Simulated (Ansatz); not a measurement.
Basis-set extrapolation for CH7AlOSi, SMILES `CO[SiH2][AlH2]` (PBE0-D4/def2-TZVP geometry, frozen core, the Gaussian-basis code of Ansatz). Multiplicity 1, RHF reference.

```csv
,def2-TZVPP,def2-QZVPP
HF,-647.731312,-647.753352
MP2 correlation,-0.615716,-0.661411
CCSD(T) correlation,-0.690423,not run
```

Energies in hartree. Use E(X) = E(∞) + A·exp(−7.88·√X) for Hartree–Fock and E(X) = E(∞) + B·X^(−2.97) for correlation, with X = 3 and 4, and add CCSD(T) minus MP2 of the smaller set to the MP2 limit.

Q: What is the CCSD(T) energy at the basis-set limit?

A: HF limit: -647.753352 + (-0.022040) × 0.13774 = -647.75639. MP2 limit: -0.661411 + (-0.045695) × 0.74074 = -0.69526. Higher-order term: -0.690423 − (-0.615716) = -0.07471. Total: -648.52636 hartree, 274.7 kJ/mol below CCSD(T)/def2-TZVPP.
